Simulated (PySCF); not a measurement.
A PySCF script (with the pyscf-properties extension) for the NMR shieldings of `C1P(N([SiH3])[SiH3])CC=C1`, C₄H₁₂NPSi₂, on a PBE0-D3(BJ)/def2-SVP geometry:

```python
import basis_set_exchange as bse
import numpy as np
from pyscf import gto, dft
from pyscf.prop import nmr

atoms = """
Si   -1.060844   -0.333383    1.339589
N    -1.202190    0.031113   -0.377052
Si   -2.741959    0.321475   -1.180581
P     0.124370    0.180670   -1.506098
C     1.138671   -1.333086   -1.088851
C     2.008936   -0.948376    0.070655
C     2.090415    0.360727    0.341536
C     1.302694    1.273464   -0.550685
H    -0.421361   -1.662512    1.578098
H    -0.281624    0.709241    2.073537
H    -2.447332   -0.364926    1.893443
H    -2.966024   -0.657098   -2.288159
H    -2.801363    1.698299   -1.760525
H    -3.830931    0.175228   -0.169780
H     0.466448   -2.181507   -0.879235
H     1.740296   -1.620161   -1.970561
H     2.558459   -1.704166    0.640700
H     2.710593    0.758029    1.151270
H     1.958027    1.807209   -1.263225
H     0.733863    2.046661   -0.008479
"""
names = dict.fromkeys(["Si", "N", "P", "C", "H"], "pcSseg-1")
basis = {el: gto.basis.parse(bse.get_basis(n, elements=[el], fmt="nwchem")) for el, n in names.items()}
mol = gto.M(atom=atoms, basis=basis, charge=0, verbose=0)
mf = dft.RKS(mol, xc="HYB_GGA_XC_WB97X_D")
mf.grids.level = 2
mf.grids.alignment = dft.numint.BLKSIZE   # the property module wants whole blocks of grid points
mf.conv_tol = 1e-9
mf.kernel()

calc = nmr.RKS(mf)   # GIAO
C = mf.mo_coeff
Co = C[:, mf.mo_occ > 0]
resp = mf.gen_response(singlet=True, hermi=2)
def vind(x):   # induced exchange potential for any number of trial vectors
    d = np.einsum("pi,xij,qj->xpq", C, 2 * x.reshape(-1, C.shape[1], Co.shape[1]), Co, optimize=True)
    return np.einsum("xpq,pi,qj->xij", resp(d - d.transpose(0, 2, 1)), C, Co, optimize=True).ravel()
mo1, _ = nmr.rhf.solve_mo1(calc, with_cphf=vind)
sigma = calc.kernel(mo1)
for i, s in enumerate(sigma):   # ppm
    print("%2d %-2s %9.2f" % (i, mol.atom_pure_symbol(i), np.trace(s) / 3))
```

**Question.** What does it print?

**Answer.** 
```
 0 Si    404.55
 1 N     255.35
 2 Si    391.33
 3 P     258.49
 4 C     145.57
 5 C      44.83
 6 C      44.85
 7 C     145.51
 8 H      27.26
 9 H      27.27
10 H      26.90
11 H      26.75
12 H      26.77
13 H      26.70
14 H      29.13
15 H      28.89
16 H      25.25
17 H      25.25
18 H      28.90
19 H      29.13
```

These numbers come from an equivalent density-fitted implementation of the same equations, which agrees with the script to about 0.01 ppm for H and up to a few tenths of a ppm for heavy atoms, so last digits may differ.

Size and cost of the density-fitted run: 217 basis functions, 52 s wall time on 1 thread of an Arm Neoverse V1, shared host; peak memory 1.2 GiB.
